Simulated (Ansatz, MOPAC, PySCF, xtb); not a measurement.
Dimer: HCl (SMILES Cl) (first 2 atoms) with Br2 (SMILES BrBr); geometry from B3LYP-D3(BJ)/def2-TZVP, rigid monomers moved along the line of their centres of mass till Cl1···Br4 is 2.91 Å.
(charge 0, multiplicity 1):
```xyz
4

Cl    -0.08714    -0.25781     0.07877
H      0.95876     0.48574     0.07410
Br     0.00187     0.12335     5.30027
Br    -0.11047    -0.09739     2.98653
```

Interaction energies are E(AB) − E(A) − E(B) at the monomers' geometry in the complex; basis-set methods are counterpoise corrected. Rows marked so take none.

Rows in STO-3G carry no dispersion term and start afresh at each structure; the Pople sets are all-electron and without relativity. The state reached by PM6 isn't checked.

Run with Ansatz (Gaussian basis) for Hartree–Fock, density functionals and correlated methods; MOPAC for PM6 (differences of heats of formation); PySCF for STO-3G rows; xtb for the GFN methods. Values without a source in brackets are computed.

Problem. One of these levels gives 4.79 kcal/mol for the interaction energy. Which?
A) PM6
B) B3LYP/def2-TZVPPD
C) GFN2-xTB
D) HF/STO-3G (no counterpoise)

Solution. D, HF/STO-3G (no counterpoise). The others give -2.32 (PM6), -3.56 (GFN2-xTB), 0.72 (B3LYP/def2-TZVPPD)

Ansatz is a quantum-chemistry and plane-wave program.
